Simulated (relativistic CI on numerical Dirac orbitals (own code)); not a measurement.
Method of calculation: Dirac-Coulomb-Breit CI, orbitals from a KLI potential per configuration, a model potential for QED, unscaled Slater integrals (own radial code, finite nucleus).

The strongest absorption lines from the ground level of an ion, among the configurations computed and to levels below about 774 eV (vacuum wavelength in nm, gf): 1.7777 (0.28), 1.8598 (0.64), 2.0712 (0.025), 2.1208 (0.069), 2.2740 (5.9), 2.3377 (0.24), 3.0808 (0.074), 3.1232 (0.44).

Question: Which ion is it?
A. Ag²¹⁺
B. Ag¹⁹⁺
C. Ag¹⁷⁺
D. Sb²³⁺

Answer: B. Ag¹⁹⁺ has 28 electrons and the ground level 3p6.3d10 1S_0; the strongest line goes to 3p6.3d9.4f 1P°_1. The pattern of lines fixes the number of electrons, and along that sequence the line energies rise steadily with the charge (about as its square where n changes within one kind of shell, about linearly where n is kept but much faster in heavy ions where fine structure, which grows about as Z⁴, sets the gap, and irregularly where shells cross), which fixes Z. Configurations outside the model, such as inner-shell arrays, can give stronger lines. At this charge energies of transitions that change n are usually good to better than 1 %, and those within a shell (Δn = 0) to a few per cent.

LS names give the leading component of a level, which can be under half, so a name can repeat, a term be missing and a line seem to break the LS rules.
